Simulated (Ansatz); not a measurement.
| atom | x (Å) | y (Å) | z (Å) |
| --- | --- | --- | --- |
| Al | 0.0000 | 0.0000 | 0.0000 |
| Cl | 2.2453 | 0.0000 | 0.0000 |
| Cl | -1.1226 | 1.9445 | 0.0000 |
| Cl | -1.1226 | -1.9445 | 0.0000 |

Basis set: 6-31G* (spherical functions). Correlated methods keep 20 orbitals frozen. Charge 0, multiplicity 1.

Computed with Ansatz (development build ahead of 0.2.0); each method stands on the lowest determinant of its kind that the runs found. Restricted open shells among the atoms or ions are ROHF, correlated in semicanonical orbitals with singles.

Question: Give the atomization energy at this shape (free ground-state atoms in the same class of orbitals less the molecule, no zero-point energy) of singlet AlCl3 by RHF-MP2, RHF.

Answer:

```
 method  atomization energy
RHF-MP2            11.88 eV
    RHF             9.87 eV
```

Caution: no unrestricted run beside it, a lower state can exist; the shape is not the minimum.
